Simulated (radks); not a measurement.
Problem. Charge is removed step by step from the 5p (averaged over the sub-levels emptied) level of W+, starting from [Xe] 4f14 5d4 6s1. Code: a radial shooting solver on a logarithmic mesh with Libxc functionals. Model: Dirac Kohn-Sham, LDA (Slater exchange, Perdew-Wang correlation), spin-unpolarised, spherical densities, point nucleus; open shells are shared between the two j in proportion to 2j + 1. At the starting occupation the eigenvalue is -51.494 eV. Estimate the energy to remove one whole electron from this level, the eigenvalue at the end, and how far E(n) bends from a straight line.

Solution. Delta-SCF 58.082 eV; final eigenvalue -64.952 eV; the deviation from the straight line is -1.684 eV at 0.5 electron removed, the largest on the grid computed. Slater's transition state (half an electron removed) gives 58.011 eV. Integrating minus the eigenvalue over the occupation (Janak's theorem) gives 58.082 eV. The mean slope of the eigenvalue, de/dn, is 13.5 eV per electron.
